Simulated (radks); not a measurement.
Values are calculated unless marked as measured or tabulated.
Q: The dysprosium ion Dy40+, configuration [Ar] 3d8 (the NIST ground configuration). Code: a radial shooting solver on a logarithmic mesh with Libxc functionals. Model: scalar-relativistic Kohn-Sham, exchange-only LDA, spin-polarised, spherical densities, point nucleus; open shells are filled with parallel spins first (spin-orbit coupling, left out, can overturn this in heavy ions). Some entries of the table are withheld. Estimate them.

| orbital | occ. | eigenvalue (hartree) | <r> (bohr) |
|---|---|---|---|
| 1s up | 1 | -2041.940 | 0.02113 |
| 1s down | 1 | -2041.930 | 0.02113 |
| 2s up | 1 | -398.2830 | 0.08955 |
| 2s down | 1 | -397.9943 | 0.08951 |
| 2p up | 3 | -361.6872 | 0.07918 |
| 2p down | 3 | -361.4552 | 0.07914 |
| 3s up | 1 | -137.5642 | 0.2276 |
| 3s down | 1 | -137.2505 | 0.2278 |
| 3p up | 3 | -126.3199 | 0.2247 |
| 3p down | 3 | -126.0030 | 0.2249 |
| 3d up | 5 | (1) | 0.2015 |
| 3d down | 3 | (2) | 0.2018 |
| 4s up | 0 | -67.93794 | 0.4472 |
| 4s down | 0 | -67.82644 | 0.4478 |
| 4p up | 0 | -63.56723 | (3) |
| 4p down | 0 | -63.45769 | (4) |

A: 
(1) 3d up eigenvalue (hartree): -112.7535
(2) 3d down eigenvalue (hartree): -112.3709
(3) 4p up <r> (bohr): 0.4541
(4) 4p down <r> (bohr): 0.4548
